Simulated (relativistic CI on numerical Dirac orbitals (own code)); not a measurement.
**Radial parameters of Tm V**

These numbers are calculated, not measured: Dirac-Coulomb-Breit CI, separate exchange-only KLI orbitals for each configuration, QED by a radiative potential, valence Slater integrals scaled by 0.85, P86 correlation energy added to each configuration (own radial code, finite nucleus).

Slater integrals F^k, G^k are unscaled and averaged over j, outside the closed core [Kr] 4d10; ζ comes from projecting the Hamiltonian with its Breit term on Σ l·s of the shell.

- 4f11 5s2 5p6: F^2(4f,4f) = 136780, F^4(4f,4f) = 85938, F^6(4f,4f) = 61861, ζ(4f) = 2764.7 cm⁻¹; <r>(4f) = 0.7091, <r^2>(4f) = 0.637 (bohr units).
- 4f10 5s2 5p6 5d: F^2(4f,4f) = 142670, F^4(4f,4f) = 89950, F^6(4f,4f) = 64839, ζ(4f) = 2912.6, F^2(4f,5d) = 35303, F^4(4f,5d) = 17103, G^1(4f,5d) = 14303, G^3(4f,5d) = 12423, G^5(4f,5d) = 9680.5, ζ(5d) = 2041.3 cm⁻¹; <r>(4f) = 0.6842, <r^2>(4f) = 0.5853, <r>(5d) = 1.796, <r^2>(5d) = 3.678 (bohr units).
- 4f13 5s2 5p4: ζ(4f) = 2469.1, F^2(5p,5p) = 76776, F^2(4f,5p) = 58468, G^2(4f,5p) = 30533, G^4(4f,5p) = 23547, ζ(5p) = 33139 cm⁻¹; <r>(4f) = 0.7558, <r^2>(4f) = 0.7392, <r>(5p) = 1.39, <r^2>(5p) = 2.181 (bohr units).

Averages of the first 10 configurations, taken without configuration mixing, which lowers the lowest level and can move excited configurations by several eV; other configurations of the list can lie among them:

| Configuration | Parity | States | Average energy above the lowest level (eV) |
| --- | --- | --- | --- |
| 4f11 5s2 5p6 | odd | 364 | 5.1 |
| 4f10 5s2 5p6 5d | even | 10010 | 24.0 |
| 4f13 5s2 5p4 | odd | 210 | 49.5 |
| 4f12 5s2 5p5 | odd | 546 | 25.6 |
| 4f10 5s2 5p6 6s | even | 2002 | 30.9 |
| 4f10 5s2 5p6 6p | odd | 6006 | 38.3 |
| 4f10 5s2 5p6 7s | even | 2002 | 49.0 |
| 4f10 5s2 5p6 7p | odd | 6006 | 52.2 |
| 4f13 5p6 | odd | 14 | 113.2 |
| 4f12 5s 5p6 | even | 182 | 57.6 |
